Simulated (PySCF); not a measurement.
Molecule: `CC[C@@H](C)CC(F)F`, C$_{6}$H$_{12}$F$_{2}$.

Cartesian coordinates in Å; atom numbers follow the order of the lines, from 1:
```xyz
20

C     2.406    0.478   -0.789
C     1.352    0.525    0.312
C    -0.032    0.041   -0.143
C    -0.025   -1.456   -0.448
C    -1.060    0.375    0.947
C    -2.497    0.191    0.494
F    -2.798    1.032   -0.527
F    -3.353    0.508    1.501
H     3.326    0.940   -0.439
H     2.635   -0.544   -1.080
H     2.063    1.019   -1.667
H     1.681   -0.080    1.160
H     1.263    1.557    0.657
H    -0.308    0.587   -1.051
H     0.192   -2.027    0.453
H    -0.983   -1.782   -0.844
H     0.732   -1.687   -1.191
H    -0.952    1.419    1.251
H    -0.902   -0.255    1.824
H    -2.747   -0.829    0.167
```

Frames of a GFN2-xTB Langevin trajectory at 600 K; GIAO PBE0/pcSseg-1 shieldings in PySCF 2.14, gas phase, non-relativistic; equivalent atoms averaged within each frame.

Referencing at the same level of theory: ¹³C (186.93 ppm) and ¹H (31.72 ppm) against TMS; ¹⁹F (170.95 ppm) vs CFCl3. The references are static minima.

**Question.** How do the shifts (ppm) fluctuate along the trajectory?

**Answer.** 
```
         time (fs)     C6    C5    C3    C2    C4    C1      F8      F7   H20   H14
optimised geometry  122.3  48.5  33.9  35.4  18.1  14.5  -139.3  -143.1  6.26  1.38
               250  132.5  50.7  34.0  32.9  28.6  11.1  -118.7  -131.6  7.42  2.31
               425  138.3  40.9  31.2  32.2  12.4   8.4  -117.6   -94.4  6.21  2.08
               625  132.7  57.1  30.6  41.1  32.7  19.1  -127.6  -118.4  7.31  0.72
               800  119.0  48.9  45.6  37.9  26.2  18.4  -121.7  -143.8  5.87  3.44
              1000  127.4  45.0  29.8  46.5  25.3  16.7  -131.6  -129.8  4.08  1.30
    mean of frames  130.0  48.5  34.2  38.1  25.0  14.7  -123.4  -123.6  6.18  1.97
standard deviation    7.3   6.1   6.6   5.9   7.6   4.7     6.0    18.6  1.35  1.04
```

5 frames give an uncertainty of the mean of about the standard deviation over 2.2 at best, since frames this close in time may not be independent; classical motion lacks zero-point vibration, and the reference would need the same averaging.
